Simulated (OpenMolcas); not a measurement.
# V2+: moving the ligands

V2+ with 6 ligands (fluoride) in octahedral coordination (Oh) at 2.1 Å. A charge of +0.667 e stands 2.6 Å behind each ligand. Ligand basis ANO-RCC-VDZP.

```json
{
  "Program": "OpenMolcas",
  "Method": "CASSCF",
  "Basis": "ANO-RCC-VTZP [6s5p3d2f1g]",
  "Scalar Hamiltonian": "DKH2, point nucleus",
  "Active space": "3 electrons in 5 orbitals (3d)",
  "State averaging": "2S+1 = 4 even, 10 roots; 2S+1 = 2 even, 40 roots",
  "Spin-orbit coupling": "state interaction with AMFI integrals over the reference wave functions"
}
```

Runs around this geometry, states (labels of O, the rotations of Oh). Energies in cm-1 above the lowest state or level, χT in cm3 K/mol; 10Dq and B are least-squares fits to the states below 45000 cm-1, weighted by degeneracy, with a free offset, and given where the rms deviation is under 5 % of |10Dq| (or 100 cm-1) and under 700 cm-1.

| R (Å) | Ground state | First state of that spin | 10Dq | B (rms of fit) | First gap with spin-orbit (degeneracies) | χT at 300 K | First state of another spin |
| --- | --- | --- | --- | --- | --- | --- | --- |
| 1.99 | 4A2 | 4T2 12612 | 12870 | 946 (88) | 12543 (4, 2) | 1.857 | 2E 16898 |
| 2.1 | 4A2 | 4T2 9358 | 9741 | 932 (138) | 9290 (4, 2) | 1.850 | 2E 16741 |
| 2.15 | 4A2 | 4T2 8177 | 8549 | 934 (139) | 8110 (4, 2) | 1.846 | 2E 16675 |

Taking |10Dq| as R^-n, n = -ln(8549 / 12870) / ln(2.15 / 1.99) = 5.3 between the shortest and longest distance. The point-charge formula for a cubic d site gives n = 5.

Without dynamic correlation the repulsion within the d shell is too large (B by tens of per cent), so at a given field states of lower spin stand too high. Ligand-to-metal charge-transfer states are missing. With no ligand orbital active B as a rule stays too high, so bands that hang on it stand too high and its fall with covalency is understated. With metal d orbitals alone and no dynamic correlation the field as a rule comes out too small, by tens of per cent, by up to half for chloride and softer ligands. No measured value stands beside these numbers; the geometry is a model, was not optimised and need not be the one that this ion takes.
